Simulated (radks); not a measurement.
Question: Species: N4+. Configuration: [He] 2s1. Calculated with a radial shooting solver on a logarithmic mesh with Libxc functionals: scalar-relativistic Kohn-Sham, r2SCAN, spin-unpolarised, spherical densities, finite nucleus; meta-GGA in the generalised Kohn-Sham scheme; Fermi nuclear charge, rms radius 2.5582 fm; without spin polarisation the odd electron is poorly described. Some entries of the table are withheld. Estimate them.

| orbital | occ. | eigenvalue (hartree) | <r> (bohr) | r(max) (bohr) |
|---|---|---|---|---|
| 1s | 2 | (1) | (2) | 0.1480 |
| 2s | 1 | (3) | 1.061 | (4) |
| 2p | 0 | -2.79062 | (5) | 0.7817 |

Answer: 
(1) 1s eigenvalue (hartree): -17.80640
(2) 1s <r> (bohr): 0.2274
(3) 2s eigenvalue (hartree): -3.21209
(4) 2s r(max) (bohr): 0.9003
(5) 2p <r> (bohr): 0.9768
